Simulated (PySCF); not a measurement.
Species: C₄H₁₀O₂Si.
SMILES with atom numbers: `[CH2:1]=[CH:2][O:3][Si@@H:4]([CH3:5])[O:6][CH3:7]` (hydrogens: H8, H9 on C1; H10 on C2; H11 on Si4; H12, H13, H14 on C5; H15, H16, H17 on C7)

Geometry (GFN2-xTB, Å), atoms numbered from 1 in this order:
```
atom  x, y, z in Å
C1     3.4738    0.0683    0.4002
C2     2.2447    0.5434    0.5037
O3     1.1647   -0.2519    0.5744
Si4   -0.4035    0.1516    0.6754
C5    -0.9690    1.2497   -0.7731
O6    -1.0249   -1.3397    0.6319
C7    -2.3741   -1.6788    0.6618
H8     4.3182    0.7285    0.3461
H9     3.6589   -0.9899    0.3654
H10    2.0469    1.6095    0.5366
H11   -0.6880    0.8248    1.9492
H12   -2.0249    1.4971   -0.7111
H13   -0.4216    2.1875   -0.8078
H14   -0.8063    0.7455   -1.7240
H15   -2.4538   -2.7609    0.5560
H16   -2.9191   -1.1967   -0.1532
H17   -2.8288   -1.3760    1.6081
```

Theory: TDDFT CAM-B3LYP/def2-SVPD, vertical, gas phase, core orbitals frozen in the response (PySCF).

Ground-to-excited transition dipoles (e·a0, same axes as the geometry; the sign carries no meaning), for the states with f of 0.002 or more among the lowest 7:

```csv
state,E (eV),μx,μy,μz
S1,6.548,-0.149,0.092,0.306
S2,6.990,-1.542,0.345,-0.052
S3,7.126,0.583,-0.074,-0.327
S4,7.371,0.174,-0.064,0.218
S5,7.547,-0.052,-0.008,0.152
S6,7.664,0.089,0.022,-0.054
S7,7.930,0.065,0.121,-0.261
```

Problem. Work out the oscillator strengths.

Solution. f = (2/3) ΔE |μ|² with ΔE in hartree (27.2114 eV).

```tsv
state	|μ|² (au)	|μ| (D)	f
S1	0.125	0.90	0.020
S2	2.499	4.02	0.428
S3	0.452	1.71	0.079
S4	0.082	0.73	0.015
S5	0.026	0.41	0.005
S6	0.011	0.27	0.002
S7	0.087	0.75	0.017
```

Problem. What angle do the transition dipoles of S1 and S7 make?

Solution. |cos θ| = |μa·μb| / (|μa| |μb|) = 0.75, so θ ≈ 41° (taken between 0 and 90°, since the signs are arbitrary).

Problem. How is the summed strength of these states shared among x, y and z?

Solution. (2/3) Σ ΔE μα² gives 0.478 for x, 0.026 for y and 0.061 for z, 0.565 in all.

Problem. What peak molar absorption coefficient would the strongest computed level give as a lone Gaussian band 0.5 eV wide at half height?

Solution. ε(max) = 2.175×10⁸ f / FWHM, with the width in cm⁻¹. S2: 2.175×10⁸ × 0.4279 / 4033 ≈ 23000 L mol⁻¹ cm⁻¹.

One conformer stands for the species.
